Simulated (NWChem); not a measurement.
Molecule: VSClF2; SMILES [F][V]([F])(=[S])[Cl]

All runs: NWChem. B3LYP is NWChem's, with the RPA form of VWN correlation. Each level has its own optimisation; frequencies are unscaled.

For level B3LYP/3-21G:

| Quantity | Result |
|---|---|
| highest harmonic frequency (cm⁻¹) | 912 |
| dipole (D) | 0.99 |

Question: How do the values read with level PBE-D3(BJ)/def2-SVP instead?

Answer: 
| Quantity | Result |
|---|---|
| highest harmonic frequency (cm⁻¹) | 806 |
| dipole (D) | 0.22 |
